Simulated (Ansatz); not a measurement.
`C[CH2][SbH2]` + propane → `C[CH](C)[SbH2]` + ethane at 700 K and 1 bar (formal exchange of groups at the Sb–C bond).

Calculated with Ansatz (gas phase, PBE0-D4/def2-TZVP geometries, no zero-point term in ΔE). CBS: MP2 limit from def2 TZ/QZ plus the TZ coupled-cluster correction, frozen cores. This one scheme is used for every species. def2 core potentials past Kr. For Sb outer-core shells are correlated without core-valence functions, which leaves a few kJ/mol of doubt a bond.

| species | CCSD(T)/CBS energy (Eh) | H − E (kJ/mol) | S (J/(mol·K)) |
| --- | --- | --- | --- |
| `C[CH2][SbH2]` | -320.31453 | 270.5 | 411.9 |
| `CCC` | -118.98051 | 329.4 | 356.3 |
| `C[CH](C)[SbH2]` | -359.57575 | 361.6 | 468.5 |
| `CC` | -79.71954 | 238.1 | 289.3 |

H − E and S are ideal-gas, rigid-rotor, harmonic terms from PBE0-D4/def2-TZVP, for one conformer and one mirror image of each species. 1 Eh = 2625.50 kJ/mol, R = 8.31446 J/(mol·K).

Question: By hand: ΔE, ΔH, ΔS and ΔG.

Answer: ΔE = (-359.57575) + (-79.71954) − (-320.31453) − (-118.98051) = -0.00025 Eh = -0.7 kJ/mol. Δ(H − E) = 361.6 + 238.1 − 270.5 − 329.4 = -0.2, so ΔH = -0.9 kJ/mol. ΔS = 468.5 + 289.3 − 411.9 − 356.3 = -10.4 J/(mol·K). ΔG = -0.9 − 700 × (-10.4)/1000 = 6.4 kJ/mol.

Question: By hand: the equilibrium constant, and the temperature at which ΔG would vanish if ΔH and ΔS stayed fixed.

Answer: log₁₀ K = −ΔG/(RT ln 10) = -0.5. ΔG = 0 at ΔH/ΔS = 87 K, though so small a ΔH makes that figure unsure.

TΔS isn't small against ΔH here. A doubt of 5 kJ/mol in ΔE shifts log₁₀ K by 0.4 here. Other conformers and mirror images would add mixing entropy, several J/(mol·K) or more a flexible species. These are equilibria of isolated gas molecules and say nothing of rates. Largest T1 diagnostic: 0.012 (customary marks: 0.02 for closed shells, 0.045 for open ones).
